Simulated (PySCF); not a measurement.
Gas-phase reaction: 2 HfCl₄.H₂O + O₂ ⇌ 2 HfCl₂(OH)₂ + 2 Cl₂

Computed with PySCF and rigid-rotor harmonic-oscillator thermochemistry at 1 bar. † marks an energy on the PBE0/def2-TZVP geometry and frequencies; other levels use their own. MP2 freezes the core. Open shells (unrestricted): O₂ (multiplicity 3); the rest are closed-shell singlets. Hf: scalar-relativistic def2 core potential, no spin-orbit coupling. Adducts (HfCl₄.H₂O) have no counterpoise correction, and HF, PBE, BLYP, B3LYP and PBE0 lack dispersion. HfCl₄.H₂O, HfCl₂(OH)₂: computed as isolated molecules; such fragments, hydroxides, amides, oligomers or adducts are transient or little studied in the gas. MP2 isn't extrapolated to the basis-set limit; its ΔH°(298 K) is 192.7 kJ in def2-SVP and 112.4 kJ in def2-TZVPP. The harmonic model lacks anharmonicity and excited electronic states, which grow with temperature; levels with a mode under 35 cm⁻¹ are left out. Soft modes under 120 cm⁻¹ make the harmonic entropy rough for HfCl₄.H₂O, HfCl₂(OH)₂.

```
level               ΔE electronic, kJ  ΔH°(298 K), kJ  ΔS°(298 K), J/K  ΔG°(1400 K), kJ
------------------  -----------------  --------------  ---------------  ---------------
BLYP/def2-TZVP†                    54              38              143             -161
HF/def2-TZVP†                     177             161              143              -38
MP2/def2-TZVPP†                   128             112              143              -87
PBE0/def2-SVP†                    207             191              143               -8
PBE0/def2-TZVP                    118             102              143              -98
r2SCAN/def2-TZVP†                 147             131              143              -69
ωB97M-V/def2-TZVP†                109              93              143             -106
```
ΔH° is lowest at BLYP/def2-TZVP† and highest at PBE0/def2-SVP†. No reference value is set beside these.
